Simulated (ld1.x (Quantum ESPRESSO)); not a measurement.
**Ba, PAW: configuration errors across variants**

```json
{"Element": "Ba", "Generator": "ld1.x (Quantum ESPRESSO) 7.5", "Type": "PAW", "Functional": "PBEsol", "Relativity": "scalar-relativistic", "Frozen core": "[Kr] 4d10", "Valence charge": "10", "Reference configuration": "5s2 5p6 5d0 6s2 6p0", "Partial waves": "5s (bound): rcut 2.55, rcutus 2.80 bohr; 6s (bound): rcut 2.55, rcutus 2.80 bohr; 5p (bound): rcut 3.05, rcutus 3.80 bohr; 6p (bound, empty): rcut 3.05, rcutus 3.80 bohr; 5d (bound, empty): rcut 3.70, rcutus 4.55 bohr; 5d channel at 2.25 Ry: rcut 3.70, rcutus 4.55 bohr", "Local potential": "all-electron potential smoothed inside 3.70 bohr (lloc = -1)", "Core correction": "a·sin(br)/r model core, default radius (ld1.x builds one for every PAW set, though the input has nlcc=.false.)", "Augmentation charge": "PSQ, inside the norm-conserving radii"}
```

All-electron excitation energies from the reference (eV): (1) 5s2 5p6 5d0 6s1 6p0 5.381; (2) 5s2 5p6 5d0 6s0 6p0 15.275; (3) 5s2 5p6 5d0 6s1.5 6p0 2.147; (4) 5s2 5p6 5d1 6s1 6p0 1.341.

Tests that are not counted but printed errors over 1 eV. “waves 5d (bound): rcut 3.70, rcutus 5.68 bohr; 5d channel at 2.25 Ry: rcut 3.70, rcutus 5.68 bohr”: 5s2 5p6 5d1 6s1 6p0 (solver errors, printed error -526 eV).

2 further variants failed, have other tests or too few solved ones, and are left out.

Errors AE − PS in meV (a dash: test not solved or not reliable):

| change | (1) | (2) | (3) | (4) | bound ghosts |
| --- | --- | --- | --- | --- | --- |
| base | -0.3 | -1.4 | -0.2 | -2.6 | none |
| waves 5d (bound): rcut 3.02, rcutus 3.20 bohr; 5d channel at 2.25 Ry: rcut 3.02, rcutus 3.20 bohr | -0.3 | -1.4 | -0.2 | -2.4 | none |
| waves 5d (bound): rcut 3.70, rcutus 4.92 bohr; 5d channel at 2.25 Ry: rcut 3.70, rcutus 4.92 bohr | -0.3 | -1.4 | -0.2 | -4.4 | none |
| waves 5d (bound): rcut 3.70, rcutus 5.68 bohr; 5d channel at 2.25 Ry: rcut 3.70, rcutus 5.68 bohr | -0.3 | -1.4 | -0.2 | – | none |
| waves 5d (bound): rcut 3.70, rcutus 5.98 bohr; 5d channel at 2.25 Ry: rcut 3.70, rcutus 5.98 bohr | -0.3 | -1.4 | -0.2 | -8.7 | none |

Q: Give the same row for: waves 5d (bound): rcut 3.70, rcutus 4.30 bohr; 5d channel at 2.25 Ry: rcut 3.70, rcutus 4.30 bohr.

A: -0.3, -1.4, -0.2, -1.5; bound ghosts: none.
